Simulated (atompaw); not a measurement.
What one change does to a pseudopotential (Pd, PAW (atompaw))

atompaw 4.2.0.5 input, output lines left out:

```
Pd 46
GGA-PBE scalarrelativistic loggrid 1500 logderivrange -9 5 351
5 5 4 0 0 0
5 0 0
5 1 0
4 2 9.5
0 0 0
c
c
c
v
v
c
c
v
v
c
v
2
2.10 1.50 2.05 1.10
n
n
y
-0.1
n
custom polynom gramschmidtortho besselshape
3 0.5 troulliermartins
1.35
1.90
1.75
1.55
2.10
2.10
```

Change: augmentation besselshape compensation charge, radius 1.50 bohr; PAW radius 2.10 bohr; waves and projectors: custom rrkj gramschmidtortho.

Cutoffs: the cutoffs (Ry, on a coarse ladder) from which the occupation-weighted sum of valence levels, in a spherical-Bessel basis at the reference potential, stays within 10 and 1 mRy of its value at 400 Ry; they do not see the model core or the augmentation charge, which bear on the density cutoff.

Task: What does the change do?

Result: The potential gets softer (40 Ry and 60 Ry → 35 Ry and 55 Ry); the bound ghosts move from p to s; the range in which the s phases agree narrows (upper end at the end of the scan → 0.2); the range in which the d phases agree narrows (upper end 3.5 → 2.4).

| quantity | base | changed |
| --- | --- | --- |
| cutoff, loose | 40 Ry | 35 Ry |
| cutoff, tight | 60 Ry | 55 Ry |
| loose cutoff by channel (10 mRy a level) | s 21 Ry, p 25 Ry, d 18 Ry | s 25 Ry, p 25 Ry, d 18 Ry |
| bound ghosts | p | s |
| s: phases at 2.12 bohr within 0.05 rad from the reference energy up to (Ry; the scan ends near 5) | to the end of the scan | 0.2 |
| p: phases at 2.12 bohr within 0.05 rad from the reference energy up to (Ry; the scan ends near 5) | to the end of the scan | to the end of the scan |
| d: phases at 2.12 bohr within 0.05 rad from the reference energy up to (Ry; the scan ends near 5) | 3.5 | 2.4 |
| lowest overlap eigenvalue by channel | s 0.55, p 0.94, d 0.91 | s 0.08, p 0.24, d 1.00 |

 A true bound ghost makes a file unfit for plane-wave use even where its test errors are small: the radial tests pick states by their node count and pass the ghost by. The cutoffs see the waves, projectors and local potential, not the compensation charge or the core.
